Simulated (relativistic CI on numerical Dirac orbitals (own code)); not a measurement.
Ni³⁺: M2,3 absorption edge

Computed with this model: Dirac-Coulomb-Breit CI, KLI orbitals optimised for each configuration, QED by a radiative potential, valence Slater integrals scaled by 0.8, multiplet model of core-to-valence dipole absorption; configurations [Ar] 3d7 → [Ne] 3s2 3p5 3d8; 80 K; Lorentzian 0.48 eV and Gaussian 0.3 eV FWHM. Energies are those of the free ion, without screening or charge transfer. The branching ratio is the share of the lower-energy edge in the whole absorption, uncertain by about 0.02 where the edges overlap. S is read from ⟨S²⟩ = S(S + 1).

Field parameters in Wybourne normalisation: D3d B²₀ = −7Dσ, B⁴₀ = −14Dq − 21Dτ, B⁴₃ = −14√(10/7) Dq; D4h B²₀ = −7Ds, B⁴₀ = 21(Dq − Dt), B⁴₄ = 21√(5/14) Dq; Oh B⁴₀ = 21Dq, B⁴₄ = √(5/14) B⁴₀; Td as Oh with Dq negative (B⁴₀ = 21Dq, B⁴₄ = √(5/14) B⁴₀). The field is a parameter set, without covalency.

free ion: ground-state S = 1.50, centroid 71.14 eV. Peaks (eV, height): 65.0 (20), 69.1 (16), 70.2 (100), 71.1 (54), 74.1 (86).

Td, 10Dq = -8200 cm⁻¹: ground-state S = 1.50, centroid 71.80 eV. Peaks (eV, height): 67.4 (19), 71.6 (98), 72.1 (100), 75.0 (48).

D3d, 10Dq = 17300, Dσ = -880, Dτ = 80 cm⁻¹: ground-state S = 1.50, centroid 71.79 eV. Peaks (eV, height): 65.1 (10), 66.9 (19), 71.6 (100), 75.4 (17), 76.3 (22).

D3d, 10Dq = 7100, Dσ = -190, Dτ = -70 cm⁻¹: ground-state S = 1.50, centroid 71.42 eV. Peaks (eV, height): 65.8 (18), 70.8 (100), 71.6 (62), 74.7 (57).

D4h, 10Dq = 10550, Ds = 2810, Dt = 760 cm⁻¹: ground-state S = 1.50, centroid 71.45 eV. Peaks (eV, height): 65.3 (12), 66.0 (16), 69.4 (28), 71.0 (100), 72.5 (36), 74.9 (55).

Oh, 10Dq = 20550 cm⁻¹: ground-state S = 1.49, centroid 71.95 eV. Peaks (eV, height): 65.1 (12), 67.2 (18), 71.7 (100), 75.7 (14), 76.8 (18).

Strongest unbroadened transitions for D3d, 10Dq = 7100, Dσ = -190, Dτ = -70 cm⁻¹:

```
Energy (eV)  Relative strength
      65.77               29.4
      65.78               34.1
      66.25               30.6
      70.64               25.4
      70.71               96.8
      70.73              100.0
      70.75               71.6
      70.82               98.9
      71.13               87.0
      71.56               27.3
      71.67               24.2
      71.68               26.2
      71.70               54.1
      71.72               24.6
      74.58               30.3
      74.73               74.6
      74.74               46.7
      74.85              100.0
```
